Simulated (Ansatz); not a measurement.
Geometry optimisation, RKS B3LYP/def2-SVP in Ansatz 0.2.0.

Input:

```yaml
crystal:
  periodic: [false, false, false]
  atoms:
    - { symbol: Ga, position_ang: [0.0, 0.0, 0.0] }
    - { symbol: H, position_ang: [0.0, 0.0, 1.57] }
    - { symbol: Cl, position_ang: [1.9398, 0.0, -1.12] }
    - { symbol: O, position_ang: [-1.5501, 0.0, -0.895] }
    - { symbol: H, position_ang: [-2.0598, -0.8467, -0.6865] }
basis:
  gaussian: { orbitals: def2-SVP }
hamiltonian:
  xc: b3lyp
relax:
  f_tol: 0.02
  max_steps: 40
output:
  orbitals: {}
```

Run as:

```bash
$ ansatz run input.yaml --threads 1 --pin off --max-ram 2048MiB --backend cpu --events-out ev --progress --plain --runs-dir out
```

Q: Where does it end, and by what steps?

A: The forces met the threshold. After 6 steps the energy has fallen by 0.254 eV; O4 moved furthest, 0.45 Å.

| step | energy less start (eV) | largest force component (eV/Å) | accepted |
| --- | --- | --- | --- |
| 0 | 0.0000 | 1.689 | yes |
| 1 | -0.0751 | 1.847 | yes |
| 2 | -0.2074 | 0.818 | yes |
| 3 | -0.2283 | 0.681 | yes |
| 4 | -0.2540 | 0.123 | yes |
| 5 | -0.2541 | 0.026 | yes |
| 6 | -0.2544 | 0.004 | yes |

```xyz
5
Properties=species:S:1:pos:R:3
Ga 0.037 -0.095 0.014
H 0.008 -0.023 1.568
Cl 1.863 0.156 -1.097
O -1.370 -0.384 -1.042
H -2.207 -0.501 -0.574
```

Whether the end is a true minimum wasn't checked by a vibrational analysis.

Time of the run: 17 s on 1 thread of Intel(R) Xeon(R) Platinum 8375C CPU @ 2.90GHz (Ice Lake), on a shared host, peak memory 0.16 GiB.
